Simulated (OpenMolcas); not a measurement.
Computed levels of 3s2 3p2 in ions with 14 electrons, in cm-1 above 3P0.

```
Program             : OpenMolcas
Method              : SS-RASPT2, IPEA 0.25 Eh, imaginary shift 0.1 Eh
Basis               : ANO-R2
Scalar Hamiltonian  : X2C, finite nucleus
Spin-orbit coupling : RASSI with atomic mean-field integrals over the reference wave functions, term energies averaged over their components
```

Active space for each ion: 4 electrons in 9 orbitals (RAS2 3s 3p; RAS3 3d, at most 2 electrons); closed shells correlated by CASPT2: 2s 2p.

| Level | Si | S2+ | Cl3+ | Ar4+ |
| --- | --- | --- | --- | --- |
| 3P1 | 67.0 | 261 | 434 | 684 |
| 3P2 | 196 | 738 | 1202 | 1847 |
| 1D2 | 6900 | 11740 | 14140 | 16610 |
| 1S0 | 16690 | 28100 | 33470 | 38720 |

Question: Estimate 3P2, 1D2, 1S0 for P+ from its neighbours Si and S2+.

Answer: 3P2 is fine structure, which grows about as the fourth power of a screened charge, so the fourth roots are averaged: ((196^0.25 + 738^0.25) / 2)^4 = 402. The calculation gives 415, so the estimate is off by -3.1 %; the measured value is 469 (NIST Handbook of Basic Atomic Spectroscopic Data).
1D2 is another term, which grows about linearly with the charge: (6900 + 11740) / 2 = 9320. The calculation gives 9320, so the estimate is off by 0 %; the measured value is 8882 (NIST Handbook of Basic Atomic Spectroscopic Data).
1S0 is another term, which grows about linearly with the charge: (16690 + 28100) / 2 = 22395. The calculation gives 22300, so the estimate is off by +0.4 %; the measured value is 21576 (NIST Handbook of Basic Atomic Spectroscopic Data).

CASPT2 breaks the degeneracy within a term, and the mean is taken; among the terms shown or strongly mixed into the levels shown the widest spread is 15 cm-1 (3s2 3p2 1D, Si). The run also gave levels led by 3s2 3p 3d, which use shells meant for correlation; these and all levels above them are left out (holds for Si). The run also gave levels led by 3s 3p2 3d, 3s2 3p 3d, which use shells meant for correlation; these and all levels above them are left out (holds for P+; S2+). Active for correlation alone: 3d; no level in the range computed is led by a configuration that fills it, so any true level of that kind is missing (holds for Cl3+; Ar4+). Computed and measured levels are paired by configuration, term and J; levels that our copy of the source lacks, or whose pairing is in doubt (as where it misses far off the trend of its configuration), stay unpaired and out of the deviations. Only configurations of the active space appear.
